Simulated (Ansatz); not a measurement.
`C[B]([SiH3])[SnH3]` + `C[O][InH][Br]` → `[SiH3][O][InH][Br]` + `C[B](C)[SnH3]`  (redistribution)

Computed with Ansatz on PBE0-D4/def2-TZVP structures; ΔE is electronic, products minus reactants. CCSD(T)/CBS adds triple-zeta CCSD(T) − MP2 to the extrapolated MP2 energy (def2 sets, frozen cores). DFT in def2-TZVPP. def2 core potentials past Kr. For Br, In, Sn outer-core shells are correlated without core-valence functions, which leaves a few kJ/mol of doubt a bond. Scalar relativity is left out up to krypton. One conformer a species, not always the lowest.

```tsv
level	ΔE (kJ/mol)
r2SCAN-D4	-219.9
SCS-MP2/def2-QZVPP	-237.0
```

Q: What does CCSD(T)/CBS give? (Best estimate.)

A: Computed: -226.3 kJ/mol. The listed levels differ from it by 6.4, -10.7 kJ/mol.

Largest T1 diagnostic among the species: 0.014.

From PBE to PBE0 (25 % exact exchange), in def2-TZVPP and without D4, ΔE moves by −12.6 kJ/mol. In def2-TZVPP, CCSD(T) changes the Hartree–Fock value by +18.4 kJ/mol (the triples alone add +3.5 kJ/mol) and MP2 by +4.3 kJ/mol.
